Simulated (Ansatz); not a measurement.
Start from `OB(O)[SiH3]` and change one atom or group to get `OB([SiH3])OCF`.

Ansatz, PBE0-D4/def2-TZVP geometries, multiplicity 1. Each molecule was computed in one conformer, which needn't be the lowest.

```csv
property,`OB(O)[SiH3]`
HOMO energy (PBE/def2-TZVPP) / eV,-7.13
LUMO energy (PBE0/def2-TZVPP) / eV,-0.06
HOMO energy (ωB97M-V/def2-TZVPP) / eV,-10.54
size of the dipole moment (PBE/def2-TZVPP) / D,3.27
LUMO energy (ωB97M-V/def2-TZVPP) / eV,1.57
HOMO energy (PBE0/def2-TZVPP) / eV,-8.38
```

(1) Give the same properties after the change, and the shifts. (An estimate is asked.)

## Answers

(1) The calculation gave: 
| property | `OB([SiH3])OCF` | shift |
| --- | --- | --- |
| HOMO energy (PBE/def2-TZVPP) / eV | -7.15 | -0.02 |
| LUMO energy (PBE0/def2-TZVPP) / eV | -0.43 | -0.37 |
| HOMO energy (ωB97M-V/def2-TZVPP) / eV | -10.62 | -0.08 |
| size of the dipole moment (PBE/def2-TZVPP) / D | 2.49 | -0.78 |
| LUMO energy (ωB97M-V/def2-TZVPP) / eV | 1.49 | -0.08 |
| HOMO energy (PBE0/def2-TZVPP) / eV | -8.45 | -0.07 |

With PBE0 the HOMO falls by 0.07 eV and the LUMO falls by 0.37 eV, so the gap narrows by about 0.30 eV. PBE moves the HOMO by -0.02 eV and ωB97M-V by -0.08 eV. Dipoles are sizes alone; their direction can turn.
